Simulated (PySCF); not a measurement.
Compound: C7H11BO2.
Atom-mapped SMILES: `[BH2-:1]1[O:2][CH:3]=[CH:4][C:5]([CH:6]2[CH2:7][CH2:8][CH2:9]2)=[O+:10]1` (hydrogens: H11, H12 on B1; H13 on C3; H14 on C4; H15 on C6; H16, H17 on C7; H18, H19 on C8; H20, H21 on C9)

Structure used (PBE0-D3(BJ)/def2-SVP), in Å, numbered top down from 1:
```xyz
21
C7H11BO2 angstrom
B      1.6004    1.1442   -0.4886
O      1.8509   -0.3587   -0.5873
C      0.9654   -1.1388   -0.1144
C     -0.3226   -0.7402    0.2143
C     -0.7386    0.5166   -0.2681
C     -2.1768    0.9050   -0.3400
C     -2.9920    0.7148    0.9716
C     -3.9176   -0.2985    0.2701
C     -3.1325   -0.1031   -1.0419
O      0.1023    1.3527   -0.7303
H      2.2178    1.7084   -1.3644
H      1.8376    1.4892    0.6626
H      1.2628   -2.1952   -0.0299
H     -1.0395   -1.4605    0.6049
H     -2.2160    1.9218   -0.7515
H     -3.4817    1.6397    1.3059
H     -2.4093    0.3182    1.8152
H     -3.8713   -1.3177    0.6814
H     -4.9758   -0.0048    0.2248
H     -3.7045    0.3511   -1.8628
H     -2.6336   -1.0020   -1.4312
```

Level: PBE0/pcSseg-1 in PySCF, non-relativistic, on one gas-phase PBE0-D3(BJ)/def2-SVP geometry that isn't relaxed in the solvent. The solvent is an IEF-PCM continuum (cavity from Bondi-type radii × 1.2). The model holds no explicit solvent molecules, cavitation or dispersion.

Gas phase at PBE0/pcSseg-1: HOMO -6.96 eV, LUMO -2.08 eV, dipole 5.46 D.

Task: What does the continuum do to the energy, the frontier levels and the dipole at PBE0/pcSseg-1 in chloroform and acetone?

Result: 
```tsv
solvent	ε	E(solvent) − E(gas) (kJ/mol)	polarisation term (kJ/mol)	distortion of the solute (kJ/mol)	HOMO (eV)	LUMO (eV)	dipole (D)
chloroform	4.711	-21.53	-24.91	3.38	-7.09	-2.02	6.56
acetone	20.49	-28.71	-34.83	6.12	-7.13	-2.00	6.93
```

The polarisation term is half the interaction of the solute with the surface charges that it induces; the rest is the cost of distorting the solute's density. The sum is the electrostatic part of solvation alone. From chloroform to acetone the lowering changes by a factor 1.33, Onsager's factor (ε − 1)/(2ε + 1) by 1.30 and ε itself by 4.3.

Task: Which radius a makes the point-dipole formula ΔE = −[(ε − 1)/(2ε + 1)]·μ²/a³ give the value in acetone, with the gas-phase dipole?

Result: μ = 2.149 au and |ΔE| = 0.01094 Eh give a = 3.07 Å; the farthest nucleus lies 4.06 Å from the centroid of the nuclei, so such a sphere wouldn't even hold the nuclei. The formula assumes a rigid point dipole at the centre of a sphere.

Task: Give the dipole vector in the frame of the coordinates (D, pointing from negative to positive charge), gas and acetone.

Result: Gas (-4.62, -2.80, 0.77), solvent (-5.74, -3.73, 1.04). Its length changes by +27 % and its direction by 2°.

Task: Which Hirshfeld charges (PBE0/pcSseg-1) respond most in acetone (means over atoms taken as equivalent)?

Result: 
| atoms | environment | gas (e) | solvent (e) | change |
| --- | --- | --- | --- | --- |
| O2 | boron-bound oxygen | -0.114 | -0.134 | -0.020 |
| O10 | oxygen bonded to B and C | -0.104 | -0.121 | -0.017 |
| H14 | vinylic hydrogen | +0.051 | +0.067 | +0.016 |
| H13 | vinylic hydrogen | +0.070 | +0.086 | +0.016 |
| H11/H12 | B–H hydrogen | -0.102 | -0.115 | -0.013 |
| B1 | four-coordinate boron | +0.043 | +0.032 | -0.011 |
| C4 | alkene CH carbon | -0.117 | -0.107 | +0.010 |
| C3 | vinylic carbon bearing oxygen | +0.117 | +0.123 | +0.006 |
| H18 | methylene hydrogen | +0.040 | +0.043 | +0.003 |
| H16/H20 | methylene hydrogen | +0.047 | +0.051 | +0.004 |
| H17/H21 | methylene hydrogen | +0.039 | +0.042 | +0.003 |
| C5 | carbon bonded to 2 C and O | +0.168 | +0.171 | +0.003 |

Task: Which Mayer bond orders change most in acetone?

Result: 
| bond | length (Å) | gas | solvent | change |
| --- | --- | --- | --- | --- |
| O2–C3 | 1.271 | 1.390 | 1.342 | -0.048 |
| C5–O10 | 1.273 | 1.393 | 1.348 | -0.045 |
| B1–O2 | 1.527 | 0.678 | 0.702 | +0.024 |
| O10–B1 | 1.532 | 0.664 | 0.688 | +0.024 |
| C3–C4 | 1.388 | 1.431 | 1.451 | +0.020 |
| B1–H12 | 1.225 | 0.967 | 0.956 | -0.011 |
| B1–H11 | 1.211 | 0.982 | 0.972 | -0.010 |
| C3–H13 | 1.101 | 0.962 | 0.955 | -0.007 |

Task: How do the nuclear quadrupole coupling constants eQVzz/h respond in acetone?

Result: 
| nucleus | Q (barn) | gas (MHz) | solvent (MHz) | η gas | η solvent |
| --- | --- | --- | --- | --- | --- |
| 11B at B1 | 0.04059 | -2.67 | -2.44 | 0.78 | 0.80 |
| 17O at O2 | -0.0256 | -7.20 | -7.29 | 0.68 | 0.56 |
| 17O at O10 | -0.0256 | -7.13 | -7.26 | 0.81 | 0.67 |
